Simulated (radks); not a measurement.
Valence configurations of Dy+ (all share [Xe]). All-electron calculation, scalar-relativistic Kohn-Sham, LDA (Slater exchange, Perdew-Wang correlation), spin-polarised, spherical densities, finite nucleus; open shells are filled with parallel spins first (spin-orbit coupling, left out, can overturn this in heavy ions); Fermi nuclear charge, rms radius 5.2218 fm. Program: a radial shooting solver on a logarithmic mesh with Libxc functionals. Energies are relative to 4f10 6s1; eigenvalues in eV for spin up.

valence	E (eV)	moment (Bohr magnetons)	e(4f)	e(5d)	e(6p)	e(6s)
4f10 6s1	0.000	5	-10.973	-	-	-9.454
4f9 5d1 6s1	2.514	7	-17.369	-9.044	-	-10.266
4f10 5d1	2.118	5	-9.305	-6.362	-	-
4f9 5d2	3.937	7	-15.341	-7.751	-	-
4f9 6s1 6p1	5.794	7	-20.944	-	-7.568	-11.865
4f10 6p1	3.622	5	-12.301	-	-6.521	-
4f9 5d1 6p1	6.499	7	-18.666	-10.015	-6.961	-
4f9 6s2	2.372	5	-19.750	-	-	-10.756
4f9.5 6s1.5	0.451	5	-15.144	-	-	-10.120
4f8 6s2 6p1	16.055	7	-31.278	-	-8.283	-13.138

NIST lists [Xe] 4f10 6s1 as the ground configuration; this level of theory agrees among the configurations tried. The energies are those of spherical high-spin densities, not of single terms.
